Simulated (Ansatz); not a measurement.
Isomers of AlGeH$_{4}$NO, relaxed with PBE0-D4/def2-TZVP in Ansatz; electronic energies, one conformer each and not always the lowest. Functionals use def2-TZVPP; CBS adds triple-zeta CCSD(T) − MP2 to the MP2 limit of def2-TZVPP and def2-QZVPP.

Outer-core shells of Ge are correlated without core-valence functions. Scalar relativity is left out up to krypton. Spin–orbit coupling is left out.

(1) Order them by energy at frozen-core CCSD(T)/CBS, lowest first. (An estimate is asked.)
A. `[NH2][GeH]1[O][AlH]1`
B. `[NH2][Al]1[O][GeH2]1`
C. `[OH][GeH]1[NH][AlH]1`

(2) How do PBE-D4, B2PLYP, B3LYP-D4, ωB97M-V place them (kJ/mol, against `[NH2][Al]1[O][GeH2]1`)? (Best estimate.)

Results:

(1) B (0.0 kJ/mol), A (66.6 kJ/mol), C (95.0 kJ/mol).

(2) Computed: 
```
                isomer  PBE-D4  B2PLYP  B3LYP-D4  ωB97M-V
`[NH2][GeH]1[O][AlH]1`    63.3    68.0      68.0     67.2
`[OH][GeH]1[NH][AlH]1`    91.0    99.8      98.6     97.3
```

B3LYP here is the variant with VWN-RPA as its local correlation; programs differ in this.
